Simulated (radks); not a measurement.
Question: Numerical settings for the zinc ion Zn2+, [Ar] 3d10. All-electron calculation, scalar-relativistic Kohn-Sham, r2SCAN, spin-polarised, spherical densities, finite nucleus; meta-GGA in the generalised Kohn-Sham scheme; Fermi nuclear charge, rms radius 3.9283 fm. Program: a radial shooting solver on a logarithmic mesh with Libxc functionals. The defaults (mesh step 0.008 in ln r, mesh end at 40 bohr or more with all orbitals vanishing there, Anderson mixing 0.5 over 9 steps, residual threshold near 1e-9 with the energy settled to 1e-9 hartree or 1e-11 of itself, here a cap of 85 iterations) give E = -1795.271 hartree and 3d at -31.039 eV in 14 iterations. Run on one thread of a shared host, so times are rough (Intel(R) Xeon(R) Platinum 8559C): 0.13 s of CPU time, 0.13 s wall, 14 iterations on 2189 mesh points. One setting is changed at a time: mesh step in ln r 0.012; mesh step in ln r 0.02; mesh step in ln r 0.12; mesh end (bohr) 3; mesh end (bohr) 12; residual threshold 1e-16; residual threshold 0.1; mixing 1.5; linear mixing, mixing 0.8; linear mixing, mixing 1; mixing history 2; iteration cap 3. Which runs fail to converge, and which converge to a wrong energy?

Answer: Not converged within the cap: mesh step in ln r 0.12; residual threshold 1e-16; linear mixing, mixing 0.8; linear mixing, mixing 1; iteration cap 3. Settings that end as converged yet miss the energy by more than 1 mhartree: mesh end (bohr) 3 (+0.0954 hartree).
